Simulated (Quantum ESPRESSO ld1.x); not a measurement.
Task: The mean radii <r> (bohr) of the occupied orbitals of an atom or ion are listed with their occupations. Calculated with ld1.x of Quantum ESPRESSO 7.5: non-relativistic Kohn-Sham, LDA (Slater exchange, VWN5 correlation), spin-polarised, spherical densities, point nucleus.

orbital  occ.      <r>
1s up       1  0.09166
1s down     1  0.09165
2s up       1   0.4482
2s down     1   0.4478
2p up       3   0.4083
2p down     3   0.4080
3s up       1    1.491
3s down     1    1.503
3p up       3    1.692
3p down     1    1.728

Name the element and its charge. Open shells, if any, are filled with parallel spins first.

Result: Z = 17, chlorine, charge +1: Cl+ in [Ne] 3s2 3p4. The 1s radius gives Z: for a bare nucleus <r> = 1.5/Z, 0.08824 bohr for Z = 17, and screening makes it slightly larger (0.09166 here). The occupations add up to 16, and the charge is Z minus that.
